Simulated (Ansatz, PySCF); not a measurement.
Dimer: GeH4O2 (SMILES [OH][GeH2][OH]) (first 7 atoms) with CH4 (SMILES C); geometry from B3LYP-D3(BJ)/def2-TZVP, rigid monomers moved along the line of their centres of mass till H7···C8 is 2.96 Å.
(charge 0, multiplicity 1):
```xyz
12

O      1.004    -0.954    -0.010
Ge    -0.477     0.022    -0.242
O     -0.304     1.595     0.583
H      1.788    -0.539    -0.383
H     -0.678     0.403    -1.715
H     -1.577    -0.841     0.386
H     -0.199     1.500     1.536
C      0.446    -0.143     3.918
H      0.618    -0.684     4.847
H      0.916     0.839     3.990
H      0.879    -0.696     3.086
H     -0.629    -0.031     3.771
```

Counterpoise-corrected where a basis set is named; no monomer relaxation.

Frozen-core correlation. Filled d and f shells under p-block atoms count as core.

Run with Ansatz (a first-principles code) with Gaussian orbitals; PySCF for the dispersion terms. 

PBE/def2-TZVPPD gives -0.85 kcal/mol for the interaction energy.

**Question.** Predict the shift from PBE, with its sign, for: PBE-D3(BJ)/def2-TZVPPD, r2SCAN/def2-TZVPPD, B3LYP/def2-TZVPPD, wB97M-V/def2-TZVPPD, MP2/aug-cc-pVDZ, CCSD(T)/aug-cc-pVDZ.

**Answer.** PBE-D3(BJ)/def2-TZVPPD -0.93; r2SCAN/def2-TZVPPD -0.31; B3LYP/def2-TZVPPD 0.66; wB97M-V/def2-TZVPPD -0.56; MP2/aug-cc-pVDZ -0.32; CCSD(T)/aug-cc-pVDZ -0.39 kcal/mol. 1 of 6 lie above PBE; the widest gap is to PBE-D3(BJ)/def2-TZVPPD.
